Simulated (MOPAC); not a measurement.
A run for MOPAC: PM3 on H2Si2 (SMILES [Si]=[SiH2]), a point of a bond scan (R = 1.187 Å).

```
PM3 1SCF PRECISE CHARGE=0 THREADS=1
H2Si2

Si    -0.95263844 1     0.06887490 1     0.17721402 1
Si     1.20465812 1    -0.08709570 1    -0.22409583 1
H     -1.62272266 1     0.99049520 1    -0.15423698 1
H     -1.73803188 1    -0.96580912 1     0.89344517 1
```

It printed:

```
*******************************************************************************
 **                                                                           **
 **                              MOPAC v23.2.5                                **
 **                                                                           **
 *******************************************************************************
 ** MOPAC's Digital Object Identifier: https://doi.org/10.5281/zenodo.6511958 **
 **                                                                           **
 ** Please cite the open-source release paper for use of this MOPAC version:  **
 ** J. E. Moussa and J. J. P. Stewart (2026)                                  **
 ** MOPAC: An open-source semiempirical molecular orbital program             **
 ** J. Open Source Softw., 11(119), 8025, https://doi.org/10.21105/joss.08025 **
 *******************************************************************************

                              PM3 CALCULATION RESULTS

 *******************************************************************************
 *  PM3        - The PM3 Hamiltonian to be used
 *
 *
 *
 *                 CHARGE ON SYSTEM = 0
 *
 *
 *
 *  PRECISE    - TIGHTER CRITERIA TO BE USED
 *  1SCF       - DO 1 SCF AND THEN STOP
 *  THREADS=1  - MULTI-THREADING NOT USED
 *  T=         - A TIME OF 172800.0 SECONDS REQUESTED
 *  DUMP=N     - RESTART FILE WRITTEN EVERY 7200.0 SECONDS REQUESTED
 *******************************************************************************
PM3 1SCF PRECISE CHARGE=0 THREADS=1
 H2Si2

   ATOM   CHEMICAL          X               Y               Z
  NUMBER   SYMBOL      (ANGSTROMS)     (ANGSTROMS)     (ANGSTROMS)

     1      Si         -0.95263844  *   0.06887490  *   0.17721402  *
     2      Si          1.20465812  *  -0.08709570  *  -0.22409583  *
     3       H         -1.62272266  *   0.99049520  *  -0.15423698  *
     4       H         -1.73803188  *  -0.96580912  *   0.89344517  *



          CARTESIAN COORDINATES

    NO.       ATOM           X           Y           Z

     1        Si         -0.9526      0.0689      0.1772
     2        Si          1.2047     -0.0871     -0.2241
     3         H         -1.6227      0.9905     -0.1542
     4         H         -1.7380     -0.9658      0.8934

  H: (PM3): J. J. P. STEWART, J. COMP. CHEM. 10, 209 (1989).
 Si: (PM3): J. J. P. STEWART, J. COMP. CHEM. 10, 209 (1989).

           Empirical Formula: H2 Si2  =     4 atoms



      MOLECULAR POINT GROUP   :   C2v


      RHF CALCULATION, NO. OF DOUBLY OCCUPIED LEVELS = 5


 -------------------------------------------------------------------------------
 PM3 1SCF PRECISE CHARGE=0 THREADS=1
 H2Si2



     1SCF WAS SPECIFIED, SO BFGS WAS NOT USED
     SCF FIELD WAS ACHIEVED


                              PM3 CALCULATION
                                                       MOPAC v23.2.5 Linux




          FINAL HEAT OF FORMATION =        117.86310 KCAL/MOL =     493.13921 KJ/MOL


          COSMO AREA              =        110.97 SQUARE ANGSTROMS
          COSMO VOLUME            =        103.21 CUBIC ANGSTROMS

          IONIZATION POTENTIAL    =          7.424307 EV
          HOMO LUMO ENERGIES (EV) =         -7.424 -2.636
          NO. OF FILLED LEVELS    =          5
          MOLECULAR WEIGHT        =         58.1868         POINT GROUP:  C2v

          MOLECULAR DIMENSIONS (Angstroms)

            Atom       Atom       Distance
            H     4   Si     2     3.26810
            H     3   Si     2     1.99041
            H     4   Si     1     0.00000


          SCF CALCULATIONS        =          1





   ATOM   CHEMICAL          X               Y               Z
  NUMBER   SYMBOL      (ANGSTROMS)     (ANGSTROMS)     (ANGSTROMS)

     1      Si         -0.95263844  *   0.06887490  *   0.17721402  *
     2      Si          1.20465812  *  -0.08709570  *  -0.22409583  *
     3       H         -1.62272266  *   0.99049520  *  -0.15423698  *
     4       H         -1.73803188  *  -0.96580912  *   0.89344517  *

                             CARTESIAN COORDINATES

   1   Si       -0.952638440     0.068874900     0.177214020
   2   Si        1.204658120    -0.087095700    -0.224095830
   3    H       -1.622722660     0.990495200    -0.154236980
   4    H       -1.738031880    -0.965809120     0.893445170


           Empirical Formula: H2 Si2  =     4 atoms



      MOLECULAR POINT GROUP   :   C2v


                  EIGENVALUES
 -16.12702 -12.56909 -12.39355  -8.73096  -7.42431  -2.63607  -1.16170  -1.08376
   1.57489   2.15004


              NET ATOMIC CHARGES AND DIPOLE CONTRIBUTIONS

  ATOM NO.   TYPE          CHARGE      No. of ELECS.   s-Pop       p-Pop
    1         Si           0.006884        3.9931     1.05221     2.94091
    2         Si           0.271973        3.7280     1.91962     1.80841
    3          H          -0.192712        1.1927     1.19271
    4          H          -0.086145        1.0861     1.08614
 DIPOLE           X         Y         Z       TOTAL
 POINT-CHG.     3.763    -0.629    -0.514     3.850
 HYBRID        -3.403     0.559     0.470     3.481
 SUM            0.360    -0.070    -0.044     0.369


          ATOMIC ORBITAL ELECTRON POPULATIONS

     Atom    s        px        py        pz
    1 Si   1.05221   1.01349   0.89345   1.03398
    2 Si   1.91962   0.82669   0.24574   0.73599
    3  H   1.19271
    4  H   1.08614

 **********************
 *                    *
 * JOB ENDED NORMALLY *
 *                    *
 **********************




 == MOPAC DONE ==
```

The run finished.

Cost: roughly 0.03 core-seconds.
